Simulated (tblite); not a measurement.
Species: C6H6NO (doublet state).
SMILES with atom numbers: `[c:1]1[n:2][cH:3][c:4]([CH:5]2[CH2:6][CH2:7]2)[o:8]1` (hydrogens: H9 on C3; H10 on C5; H11, H12 on C6; H13, H14 on C7)

Structure optimised with GFN2-xTB, isolated species. This method treats the open shell by occupation alone, without spin polarisation.

(1) List the bond lengths, angles and torsions at this level.

## Answers

(1) 
```
          bond  length (Å)     order
         C1–N2       1.272  aromatic
         N2–C3       1.381  aromatic
         C3–C4       1.367  aromatic
         C4–C5       1.460    single
  C5–C6, C5–C7       1.508    single
         C6–C7       1.492    single
         C4–O8       1.376  aromatic
         C1–O8       1.318  aromatic
         C3–H9       1.070    single
        C5–H10       1.082    single
C6–H11, C7–H14       1.079    single
C6–H12, C7–H13       1.079    single
```

Bonds in one row agree within 0.01 Å and their mean is given. Orders are formal, as drawn. A selection of angles:
```
   angle  degrees
N2–C1–O8    116.8
C1–N2–C3    103.8
N2–C3–C4    108.6
C3–C4–C5    132.9
C3–C4–O8    106.8
C5–C4–O8    120.3
C4–C5–C6    119.8
C6–C5–C7     59.3
C5–C6–C7     60.3
C1–O8–C4    104.0
```

Torsions: C3–C4–C5–C6 -140° (anticlinal); C4–C5–C6–C7 -109° (anticlinal); C4–C5–C7–C6 109° (anticlinal). The mirror-image conformer, all signs reversed, is as good.

C3 (carbon bonded to C, N and H) is planar (angles 130.6°, 120.8° and 108.6°, sum 360.0°, 0.00 Å off the plane of its three neighbours). The 3-membered ring C5–C6–C7 has internal angles of 59.3° to 60.4°. The 5-membered ring C1–N2–C3–C4–O8 has internal angles of 103.8° to 116.8° (sum 540°, against 540° for a flat polygon); it is planar, 0.00 Å rms from its mean plane, widest ring torsion 0°. C4 (carbon bonded to 2 C and O) is planar (angles 132.9°, 120.3° and 106.8°, sum 360.0°, 0.00 Å off the plane of its three neighbours). The C–C distances run from 1.367 Å (C3–C4, aromatic) to 1.508 Å (C5–C6, drawn single), a spread of 0.141 Å. Of the pairs four or more bonds apart, O8···H13 is among the closest relative to their van der Waals radii: 2.67 Å, 98 % of the sum of Bondi's values. The 2 C–N bonds span 1.272 Å (C1–N2, aromatic) to 1.381 Å (N2–C3, aromatic), a spread of 0.109 Å.

Point group: near Cs, missed by 0.23 Å at most; the miss may be what the optimiser left on a soft mode. Its GFN2-xTB frequencies are all real (lowest 47 cm⁻¹). 2 starts were optimised and ended at 0.00 and 1.43 kcal/mol (GFN2-xTB); the lowest of these is shown.

All values are computed, not measured.
